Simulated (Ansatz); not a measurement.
Reaction (hydrogenolysis of the In–C bond): `[CH3][In]([NH2])[NH2]` + H₂ → `[NH2][InH][NH2]` + CH₄

Calculated with Ansatz (gas phase, PBE0-D4/def2-TZVP geometries, no zero-point term in ΔE). CBS: MP2 limit from def2 TZ/QZ plus the TZ coupled-cluster correction, frozen cores. This one scheme is used for every species. Functionals use def2-TZVPP. def2 core potentials past Kr. For In outer-core shells are correlated without core-valence functions, which leaves a few kJ/mol of doubt a bond. One conformer a species, not always the lowest.

```tsv
level	ΔE (kJ/mol)
r2SCANh-D4	-48.8
revPBE	-48.8
PBE0	-52.3
CAM-B3LYP	-57.3
CCSD/def2-SVP	-60.5
CCSD/def2-TZVPP	-48.2
HF/def2-QZVPP	-70.6
HF/CBS(def2)	-70.5
```

**Question.** What does CCSD(T)/CBS give? (Estimate.)

**Answer.** The calculation gave: -40.2 kJ/mol. The listed levels differ from it by -8.6, -8.6, -12.1, -17.1, -20.3, -8.0, -30.4, -30.3 kJ/mol.

**Question.** What do rigid-rotor, harmonic-oscillator terms from PBE0-D4/def2-TZVP frequencies (298.15 K, 1 bar) make of the CCSD(T)/CBS value? (Best estimate.)

**Answer.** Computed: ΔZPE = +14.0 kJ/mol, ΔH = -30.7 kJ/mol, ΔS = -7 J/(mol·K), ΔG = -28.5 kJ/mol. Modes under 50 cm⁻¹ make the entropy rough.

Largest T1 diagnostic among the species: 0.015.

The D4 term adds +5.9 kJ/mol with B3LYP and +3.4 kJ/mol with PBE0; it sums over pairs of atoms, weighted by their polarisabilities, and B3LYP, whose exchange is more repulsive, gets the larger term. From PBE to PBE0 (25 % exact exchange), in def2-TZVPP and without D4, ΔE moves by −4.0 kJ/mol.

B3LYP here is the variant with VWN-RPA as its local correlation; programs differ in this.
